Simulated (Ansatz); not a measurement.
Reactions of CH$_{6}$SeSn, SMILES `C[Se][SnH3]`.

Program: Ansatz. Geometries: PBE0-D4/def2-TZVP. ΔE: electronic, gas phase. CBS: MP2 limit from def2 TZ/QZ plus the TZ coupled-cluster correction, frozen cores. This one scheme is used for every species. Functionals use def2-TZVPP. B3LYP here is the variant with VWN-RPA as its local correlation; programs differ in this. def2 core potentials past Kr. For Se, Sn outer-core shells are correlated without core-valence functions, which leaves a few kJ/mol of doubt a bond. Scalar relativity is left out up to krypton. One conformer a species, not always the lowest.

| reaction | B3LYP-D4 (kJ/mol) | CCSD/CBS(def2) (kJ/mol) | PBE0-D4 (kJ/mol) | B2PLYP (kJ/mol) | CCSD(T)/CBS(def2) (kJ/mol) |
| --- | --- | --- | --- | --- | --- |
| `C[Se][SnH3]` + `CCSC` → `CC[S][SnH3]` + `C[Se]C` | 13 | 14 | 15 | 13 | 13 |
| `C[Se][SnH3]` + CH₃SH → `C[S][SnH3]` + `C[SeH]` | 19 | 21 | 19 | 19 | 20 |
| `C[Se][SnH3]` + `CC[SiH](O)F` → `C[Se][SiH](O)F` + `C[CH2][SnH3]` | 36 | 35 | 34 | 35 | 33 |
| `C[Se][SnH3]` + `CO[SiH2]P` → `C[Se]P` + `CO[SiH2][SnH3]` | 52 | 58 | 52 | 54 | 58 |

Largest T1 diagnostic: 0.013, for `CO[SiH2][SnH3]`.
